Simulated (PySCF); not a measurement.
C6H6NO (doublet state).
Cartesian coordinates in Å at the GFN2-xTB level; atoms count from 1:
```
atom  x, y, z in Å
C1    -2.5524    1.2605    0.5875
C2    -1.4439    0.5997    0.3386
C3    -1.6498   -0.7925    0.0923
N4    -1.9343   -1.8880   -0.0906
C5    -0.1120    1.1923    0.3026
C6     1.0399    0.5769    0.0445
C7     1.2588   -0.8741   -0.2654
O8     2.6144   -1.1829   -0.4781
H9    -3.5946    1.0555    0.6637
H10   -0.1112    2.2527    0.5143
H11    1.9488    1.1651    0.0647
H12    0.9503   -1.4948    0.5826
H13    0.6513   -1.1756   -1.1336
H14    2.9340   -0.6953   -1.2454
```

The hyperfine couplings belong to this conformer and change with its torsions.

As a line formula: `OC/C=C\C(=[C]\[H])C#N` [radical].

Level of theory: UKS B3LYP, pcH-1 on C H N O, non-relativistic, mean-field spin-orbit, GIAO in PySCF 2.14.0. The structure is a single GFN2-xTB conformer in the gas phase; no vibrational or solvent corrections. A GFN2-xTB geometry isn't a minimum of the functional, and hyperfine couplings can be far from their values at a DFT geometry. No stability test was run, so a lower SCF solution isn't excluded.

Problem. Break the g tensor into its mass correction, gauge correction and orbital-Zeeman/spin–orbit terms.

Solution. 
| Δg (ppm) | 1 | 2 | 3 |
| --- | --- | --- | --- |
| relativistic mass correction | -156 | -156 | -156 |
| gauge correction | 16 | 25 | -15 |
| orbital Zeeman/spin–orbit | -590 | 159 | 667 |
| total | -730 | 29 | 496 |

So g = 2.00159, 2.00235, 2.00282 and g_iso = 2.00225; the tensor is rhombic: the two nearest values differ by 38 % of g3 − g1. Axes: g1 points within 1° of the C2–C5 bond.

Problem. How much does each term add to the isotropic shift?

Solution. The mass correction -156, the orbital-Zeeman/spin–orbit term 79 and the gauge correction 9 ppm, for a total of -69 ppm. The mass correction is the largest in size. The mass correction is the same along every axis, so the anisotropy comes from the other two: their spans along these axes are 40 (gauge) and 1257 ppm (orbital Zeeman/spin–orbit).

Problem. What are the electron Larmor frequencies g μB B/h along the three axes at 350 mT?

Solution. 9.8052, 9.8089, 9.8112 GHz for g1, g2 and g3, a range of 6.0 MHz.

Problem. What effective moment and Curie constant follow for a powder?

Solution. With the mean of g² = 4.0090 and S(S+1) = 0.75: μ_eff = √(⟨g²⟩S(S+1)) = 1.734 μB and χT = 0.12505·⟨g²⟩·S(S+1) = 0.376 cm³ K/mol (cgs; spin-Hamiltonian part alone).

Problem. In a frozen sample, at which fields do the three g values resonate at 9.5, 34, 94 and 263 GHz (hyperfine left aside), and which band first spreads them over more than twice a line width of 1.0 mT?

Solution. 
| band | GHz | B(g3) mT | B(g2) mT | B(g1) mT | spread mT |
| --- | --- | --- | --- | --- | --- |
| X | 9.5 | 338.90 | 338.98 | 339.11 | 0.21 |
| Q | 34.0 | 1212.90 | 1213.19 | 1213.65 | 0.74 |
| W | 94.0 | 3353.32 | 3354.11 | 3355.38 | 2.05 |
| J | 263.0 | 9382.17 | 9384.36 | 9387.92 | 5.75 |

The spread grows in proportion to the frequency. W band is the first where it exceeds 2.0 mT.

Largest spin populations (Mulliken): C1 (+1.10), C2 (-0.17) and C5 (+0.06). No atom but C1 exceeds +0.15. The positive populations add up to 1.23 and the negative ones to -0.23, together 2S = 1.

The HOMO–LUMO gaps are 5.05 eV among the α and 3.73 eV among the β orbitals.

Time: 63 s wall (grids of density and orbitals included); peak memory 0.94 GiB. Hardware: an Arm Neoverse V1 with one thread (shared host).
